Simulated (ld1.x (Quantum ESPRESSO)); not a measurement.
niobium: excitation energies, all-electron against TM

Nb, norm-conserving Troullier–Martins (Kleinman–Bylander form), made with ld1.x (Quantum ESPRESSO) 7.5 (PBE, scalar-relativistic). Core [Kr], reference 4d4 5s1 5p0. Waves: 5s (bound): rc 2.45 bohr; 5p (bound, empty): rc 1.35 bohr; 4d (bound): rc 2.40 bohr. Local part: the d channel. Core correction: a·sin(br)/r model core inside 1.35 bohr.

Energies are relative to the spin-unpolarised reference configuration 4d4 5s1 5p0; without spin polarisation the order of configurations can differ from experiment.

```
valence configuration  charge  ΔE all-electron (eV)  error AE − PS (meV)
          4d3 5s0 5p0      +2                20.677                  -73
          4d2 5s0 5p0      +3                45.402                 -469
      4d4.5 5s0.5 5p0       0                 0.558                  -11
          4d3 5s1 5p0      +1                 7.018                  -46
          4d3 5s2 5p0       0                -0.516                  -61
```

What are ΔE and the potential's error for 4d4 5s0 5p0?

ΔE = 6.637 eV all-electron; the error (AE − PS) is -12 meV.

What are ΔE and the potential's error for 4d4 5s0.5 5p0?

ΔE = 2.638 eV all-electron; the error (AE − PS) is -3.1 meV.

Note: ghost states, extra bound levels that the all-electron valence spectrum of the same l lacks: s at -44.4 eV, p at -34.2 eV. A true bound ghost makes a file unfit for plane-wave use. The 5p radius (1.35 bohr) lies inside the outermost node of the all-electron wave (1.63 bohr), which a nodeless pseudo-wave cannot match soundly.
